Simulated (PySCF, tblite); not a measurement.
Bond stretch in KF, singlet.

Methods: GFN2-xTB, 300 K electronic temperature (tblite); UCCSD(T) = PySCF with CCSD(T) on UHF/def2-SVP, 6 core orbitals frozen.

Energies relative to the lowest point of each curve near equilibrium, in kJ/mol; the last columns give the difference from UCCSD(T):

```json
[
 {"R / Å": "1.64", "GFN2-xTB": "101.3", "UCCSD(T)": "360.3", "GFN2-xTB − UCCSD(T)": "-259.1"},
 {"R / Å": "1.75", "GFN2-xTB": "37.3", "UCCSD(T)": "185.6", "GFN2-xTB − UCCSD(T)": "-148.3"},
 {"R / Å": "1.84", "GFN2-xTB": "13.0", "UCCSD(T)": "97.6", "GFN2-xTB − UCCSD(T)": "-84.7"},
 {"R / Å": "1.98", "GFN2-xTB": "0.2", "UCCSD(T)": "25.2", "GFN2-xTB − UCCSD(T)": "-25.1"},
 {"R / Å": "2.06", "GFN2-xTB": "0.0", "UCCSD(T)": "7.2", "GFN2-xTB − UCCSD(T)": "-7.2"},
 {"R / Å": "2.15", "GFN2-xTB": "2.9", "UCCSD(T)": "0.0", "GFN2-xTB − UCCSD(T)": "2.9"},
 {"R / Å": "2.19", "GFN2-xTB": "4.9", "UCCSD(T)": "0.1", "GFN2-xTB − UCCSD(T)": "4.8"},
 {"R / Å": "2.25", "GFN2-xTB": "8.3", "UCCSD(T)": "3.0", "GFN2-xTB − UCCSD(T)": "5.3"},
 {"R / Å": "2.32", "GFN2-xTB": "12.7", "UCCSD(T)": "9.6", "GFN2-xTB − UCCSD(T)": "3.1"},
 {"R / Å": "2.43", "GFN2-xTB": "20.1", "UCCSD(T)": "24.8", "GFN2-xTB − UCCSD(T)": "-4.7"},
 {"R / Å": "2.51", "GFN2-xTB": "25.7", "UCCSD(T)": "38.0", "GFN2-xTB − UCCSD(T)": "-12.3"},
 {"R / Å": "2.71", "GFN2-xTB": "39.3", "UCCSD(T)": "74.4", "GFN2-xTB − UCCSD(T)": "-35.1"},
 {"R / Å": "2.97", "GFN2-xTB": "55.5", "UCCSD(T)": "122.2", "GFN2-xTB − UCCSD(T)": "-66.7"},
 {"R / Å": "3.29", "GFN2-xTB": "74.3", "UCCSD(T)": "176.7", "GFN2-xTB − UCCSD(T)": "-102.5"},
 {"R / Å": "3.57", "GFN2-xTB": "—", "UCCSD(T)": "220.1", "GFN2-xTB − UCCSD(T)": "—"},
 {"R / Å": "3.95", "GFN2-xTB": "—", "UCCSD(T)": "272.7", "GFN2-xTB − UCCSD(T)": "—"}
]
```

GFN2-xTB is furthest from UCCSD(T) at 1.64 (-259.1 kJ/mol, below); its mean absolute difference over the points is 54.4 kJ/mol.

A dash means that the run gave no value there, or that the column was ended at a point which the program doubted or which failed a test of continuity chosen for this set; such a test can also cut sound points.

The unrestricted determinant behind UCCSD(T) is spin-contaminated at 4.34 to 8.73 Å (<S²> up to 1.0, against 0.00 for a pure singlet).
